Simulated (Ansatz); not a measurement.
Input file for Ansatz (an electronic-structure program): R-PBE0/def2-TZVPPD on GeH4 (SMILES [GeH4]) with ghost functions, monomers drawn apart or pushed together. Files ending in .json are basis or fitting sets from the Basis Set Exchange.

Ansatz 0.2 input:
```yaml
crystal:
  periodic: [false, false, false]
  atoms:
    - {symbol: Ge, position_ang: [-0.02289850, 0.44435310, 4.36222373]}
    - {symbol: H, position_ang: [-0.02626429, 1.79463406, 3.63304438]}
    - {symbol: H, position_ang: [1.22489076, -0.35661252, 3.96451774]}
    - {symbol: H, position_ang: [-1.28524224, -0.34702361, 3.99434379]}
    - {symbol: H, position_ang: [-0.00106742, 0.68763188, 5.88174572]}
basis:
  gaussian:
    orbitals: def2-TZVPPD.json
    ghost_atoms:
      - {symbol: C, position_ang: [0.37314402, 0.25876232, 0.06213617]}
      - {symbol: C, position_ang: [-0.34393599, -0.83910783, 0.24960452]}
      - {symbol: H, position_ang: [-0.07468209, 1.17791070, -0.29574088]}
      - {symbol: H, position_ang: [1.43727313, 0.28469253, 0.26315393]}
      - {symbol: H, position_ang: [0.10391927, -1.75658241, 0.61181444]}
      - {symbol: H, position_ang: [-1.40888836, -0.86497179, 0.05307955]}
hamiltonian:
  xc: {name: PBE0}
scf: {lower_state_search: off}
```

The head of its log:

```
WARN ansatz: RAYON_NUM_THREADS=1 ignored (pool sized by the plan → 1); use --threads N
Functional definition: PBE0
these checks for a lower state are left out or cut short: stability, starts, cluster_reference, orbital_swaps, neighbouring_geometries, increment
integrals: 0.17 GiB planned
1182 factors; their error is unknown
mean field: 1.45 GiB planned
mean field evaluation 1: about -56575.2432 eV, gradient 1.6e1 eV
mean field evaluation 2: about -56575.3804 eV, gradient 1.5e1 eV
```

Predict the final total energy.

-2079.1196 hartree.
